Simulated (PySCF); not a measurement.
Atom-mapped SMILES (the numbers label the heavy atoms): `[CH2:1]=[CH:2][Si@H:3]([CH3:4])[C:5]1=[CH:6][SiH2:7][CH2:8]1`; H(Xn) means a hydrogen on atom n. Ha(C1) is cis to Si3; Ha(Si7), Ha(C8) are pro-R; Hb(Si7), Hb(C8) are pro-S; Hb(C1) is trans to Si3.

[PySCF 2.14: GIAO PBE0/pcSseg-1 shieldings; GFN2-xTB geometry; non-relativistic; rapidly exchanging positions averaged; one computed conformer; gas phase]

Problem. Predict the 2D correlation tables (HSQC, COSY, HMBC).

Solution. 

HSQC (one-bond C–H):
```tsv
δH	δC
6.82 (H(C6))	159.1 (C6)
6.52 (H(C2))	142.6 (C2)
6.46 (Hb(C1))	141.8 (C1)
6.05 (Ha(C1))	141.8 (C1)
2.09 (Ha(C8))	22.8 (C8)
2.03 (Hb(C8))	22.8 (C8)
0.26 (H(C4))	-4.4 (C4)
```

COSY cross peaks (H two or three bonds apart, from the bond graph; peaks can be absent where the dihedral angle is near 90°):
```tsv
δH	δH
6.82 (H(C6))	5.29 (Ha(Si7))
6.82 (H(C6))	5.28 (Hb(Si7))
6.52 (H(C2))	6.46 (Hb(C1))
6.52 (H(C2))	6.05 (Ha(C1))
6.52 (H(C2))	4.79 (H(Si3))
6.46 (Hb(C1))	6.05 (Ha(C1))
5.29 (Ha(Si7))	5.28 (Hb(Si7))
5.29 (Ha(Si7))	2.09 (Ha(C8))
5.29 (Ha(Si7))	2.03 (Hb(C8))
5.28 (Hb(Si7))	2.09 (Ha(C8))
5.28 (Hb(Si7))	2.03 (Hb(C8))
4.79 (H(Si3))	0.26 (H(C4))
2.09 (Ha(C8))	2.03 (Hb(C8))
```

HMBC (two and three bonds, from the bond graph):
```tsv
δH	δC
6.82 (H(C6))	181.6 (C5), 22.8 (C8)
6.52 (H(C2))	181.6 (C5), 141.8 (C1), -4.4 (C4)
6.46 (Hb(C1))	142.6 (C2)
6.05 (Ha(C1))	142.6 (C2)
5.29 (Ha(Si7))	181.6 (C5), 159.1 (C6), 22.8 (C8)
5.28 (Hb(Si7))	181.6 (C5), 159.1 (C6), 22.8 (C8)
4.79 (H(Si3))	181.6 (C5), 159.1 (C6), 142.6 (C2), 141.8 (C1), 22.8 (C8), -4.4 (C4)
2.09 (Ha(C8))	181.6 (C5), 159.1 (C6)
2.03 (Hb(C8))	181.6 (C5), 159.1 (C6)
0.26 (H(C4))	181.6 (C5), 142.6 (C2)
```

δ = σ(ref) − σ, references computed at the same level: 1H (σ = 31.72 ppm), 13C (σ = 186.93 ppm) against TMS.

Short H···H contacts in this conformer between protons four or more bonds apart (candidates for NOE cross peaks, intensity ∝ r⁻⁶): Ha(C1)···Ha(C8) 2.73 Å.

Shifts are as computed. Against solution values, carbons near 30 ppm lie about +3 ppm off and those near 130 ppm about +5 ppm. Of 1211 compounds with measured shifts, 218 miss one by over three times the rms of a fit or turn the order of signals round; such compounds aren't used in these exercises.
